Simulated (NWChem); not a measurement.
# SiCl2, singlet; SMILES Cl[Si]Cl

```xyz
3

Si     0.0000     0.0000     0.9383
Cl    -1.6178     0.0000    -0.3864
Cl     1.6178     0.0000    -0.3864
```
Atoms are numbered in this order, from 1.

Results from NWChem. Low-valent species are run as closed-shell singlets; no triplet was tried in these runs. Coordinates come from a PBE0/def2-SVP optimisation. Ions are spin-unrestricted doublets at the neutral geometry; other ion states weren't tried.

For level PBE0/def2-SVP:

| Item | Result |
|---|---|
| vertical ionisation energy, ΔSCF (eV) | 9.98 |
| −ε(HOMO) (eV) | 7.69 |

Task: Estimate the same quantities for level PBE/def2-SVP.

Result: 
| Quantity | Value |
|---|---|
| vertical ionisation energy, ΔSCF (eV) | 9.77 |
| −ε(HOMO) (eV) | 6.53 |
